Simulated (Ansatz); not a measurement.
Consider the formal exchange of groups at a Te–C bond: `C=CC[TeH]` + `[SiH3][SiH3]` → `[SiH3][SiH2][TeH]` + `C=CC`.

Gas-phase electronic energies from Ansatz, PBE0-D4/def2-TZVP geometries. CBS: MP2 limit from def2 TZ/QZ plus the TZ coupled-cluster correction, frozen cores. Functionals use def2-TZVPP. Elements past krypton have def2 core potentials. For Te outer-core shells are correlated without core-valence functions, which leaves a few kJ/mol of doubt a bond. One conformer a species, not always the lowest.

```tsv
level	ΔE (kJ/mol)	difference from CCSD(T)/CBS
PBE-D4	-96.9	-1.2
revPBE-D4	-92.8	2.9
PBE0-D4	-102.1	-6.4
BHLYP-D4	-100.9	-5.2
PBE	-96.9	-1.2
RPA@PBE/def2-TZVPP	-84.0	11.7
MP2/def2-TZVPP	-93.9	1.8
CCSD(T)/def2-TZVPP	-91.1	4.6
HF/def2-QZVPP	-100.8	-5.1
HF/CBS(def2)	-100.7	-5.0
CCSD(T)/CBS	-95.7	0
```

Largest T1 diagnostic among the species: 0.013.

From PBE to PBE0 (25 % exact exchange), in def2-TZVPP and without D4, ΔE moves by −5.1 kJ/mol. In def2-TZVPP, CCSD(T) changes the Hartree–Fock value by +10.1 kJ/mol (the triples alone add +1.8 kJ/mol) and MP2 by +7.3 kJ/mol. Leaving LDA and LC-ωPBE aside and taking each functional with its dispersion term where it has one, the values, not all of them listed here, spread over 15.8 kJ/mol, from r2SCAN0-D4 to BLYP-D4.
